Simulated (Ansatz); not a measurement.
Isolated molecules relaxed with PBE0-D4/def2-TZVP in Ansatz; ΔE leaves out vibrations. CBS: MP2 limit from def2 TZ/QZ plus the TZ coupled-cluster correction, frozen cores. This one scheme is used for every species. DFT in def2-TZVPP. HSE06 is defined as in plane-wave codes. Triplets are unrestricted, without spin–orbit coupling. One conformer a species, not always the lowest.

Reaction (formal loss of a carbene): `COB(C)S` → `[CH2]` (triplet) + `COBS`

`COB(C)S`:

```xyz
12

C    -0.544   -0.685   -1.879
O    -0.803    0.000   -0.671
B     0.113    0.106    0.318
C    -0.263    0.887    1.623
S     1.755   -0.670    0.080
H    -1.443   -0.628   -2.493
H     0.288   -0.224   -2.420
H    -0.305   -1.736   -1.691
H    -0.172    0.248    2.506
H     0.410    1.735    1.782
H    -1.286    1.265    1.577
H     2.251   -0.297    1.269
```

`[CH2]` (triplet):

Z-matrix (Å, degrees):
```
C
H 1 1.079
H 1 1.079 2 134.9
```

`COBS`:

Z-matrix (Å, degrees):
```
C
O 1 1.412
H 1 1.094 2 111.4
H 1 1.092 2 108.9 3 120.7
H 1 1.092 2 108.9 3 -120.7
B 2 1.343 1 121.9 3 -0.2
S 6 1.807 2 117.2 1 -180.0
H 6 1.199 2 121.9 1 0.0
H 7 1.341 6 95.3 2 -180.0
```

| level | ΔE (kJ/mol) | difference from CCSD(T)/CBS |
| --- | --- | --- |
| LDA (SPW92) | 561.3 | 75.4 |
| r2SCAN-D4 | 466.1 | -19.8 |
| B97M-V | 491.0 | 5.1 |
| B2PLYP | 472.8 | -13.1 |
| revPBE | 455.5 | -30.4 |
| r2SCANh | 462.0 | -23.9 |
| HSE06 | 477.2 | -8.7 |
| BHLYP | 455.3 | -30.6 |
| MP2/CBS(def2) | 500.6 | 14.7 |
| CCSD/CBS(def2) | 473.9 | -12.0 |
| CCSD(T)/CBS | 485.9 | 0 |

Largest T1 diagnostic among the species: 0.013.

Leaving LDA and LC-ωPBE aside and taking each functional with its dispersion term where it has one, the values, not all of them listed here, spread over 32.8 kJ/mol, from r2SCAN0-D4 to ωB97X-V. LDA lies +78.0 kJ/mol from PBE without D4. From PBE to PBE0 (25 % exact exchange), in def2-TZVPP and without D4, ΔE moves by −6.7 kJ/mol.
